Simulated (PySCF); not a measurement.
Species: CH9NSi3.
Geometry (GFN2-xTB, Å), atoms numbered from 1 in this order:
```
atom  x, y, z in Å
C1     0.7828   -1.2889   -0.2440
Si2    1.5652    0.4089    0.1039
N3     0.2221    1.4978   -0.0154
Si4   -1.4609    1.0514    0.0400
Si5   -1.1059   -1.2239    0.0529
H6     1.2586   -2.0579    0.3609
H7     0.9762   -1.5620   -1.2807
H8     2.1575    0.4572    1.4495
H9     2.5670    0.7954   -0.8971
H10    0.4442    2.4789   -0.0366
H11   -2.1194    1.6699   -1.1220
H12   -2.0719    1.6717    1.2281
H13   -1.4173   -1.8965    1.3256
H14   -1.7989   -2.0024   -0.9871
```

Probes without a nucleus sit at each ring's centroid and 1 Å off its mean plane on both sides; NICS is minus the shielding there, NICSzz its component along the normal. Level: GIAO PBE0/pcSseg-1 (PySCF, non-relativistic, gas phase) on the GFN2-xTB geometry, one conformer.

Ring bond lengths (Å), with Mayer bond orders in brackets: C1–Si2 1.902 (0.90), Si2–N3 1.733 (0.98), N3–Si4 1.742 (0.95), Si4–Si5 2.303 (0.93), Si5–C1 1.913 (0.90).

Task: Give the NICS values of each ring in ppm.

Result: 
```
             ring                                                      type  NICS(0)  NICS(1), two faces  NICS(1)zz, two faces  rms pucker (Å)  centre to ring atoms, mean (Å)
C1–Si2–N3–Si4–Si5  5-membered ring with N and 3 Si; formal bonds all single     -5.0         -2.8 / -3.2           -1.2 / -0.9            0.11                            1.62
```

Task: What can be read from them?

Result: 
- C1–Si2–N3–Si4–Si5: mean NICS(1)zz -1.0 ppm, near zero. C1, Si2, Si4, Si5 have four or more neighbours, so the value isn't read as a sign of a π ring current.

Task: At the first NICS(1) probe listed for ring C1–Si2–N3–Si4–Si5, 1 Å off the ring, what do the in-plane components average?

Result: The isotropic value is a third of the trace: (3 × -2.8 − (-1.2))/2 = -3.6 ppm.

Task: How shielded are the nuclei of the rings and their hydrogens (means over atoms taken as equivalent)?

Result: 
```csv
atoms,environment,σ isotropic (ppm),"principal values of the symmetric part, first atom (ppm)"
C1,sp3 carbon bound to silicon,201.3,"192.1, 200.1, 211.7"
Si2,SiH2 silicon,369.4,"311.0, 367.7, 429.6"
N3,nitrogen bridging silicon atoms,255.7,"205.7, 239.4, 322.0"
Si4,SiH2 silicon,398.5,"359.4, 365.8, 470.2"
Si5,SiH2 silicon,424.5,"383.6, 411.3, 478.7"
H6 (×2),methylene hydrogen,31.50,"25.9, 27.9, 40.9"
H8 (×2),Si–H hydrogen,26.62,"22.8, 24.4, 32.9"
H10,N–H hydrogen,32.28,"21.9, 29.2, 45.8"
H11 (×2),Si–H hydrogen,26.66,"22.8, 24.4, 32.8"
H13 (×2),Si–H hydrogen,27.54,"23.9, 25.1, 33.6"
```

Hardware: Arm Neoverse N1, one thread, no GPU (shared host). Cost: 30 s, 0.72 GiB resident at most. This is the whole shielding run at PBE0/pcSseg-1, SCF included.
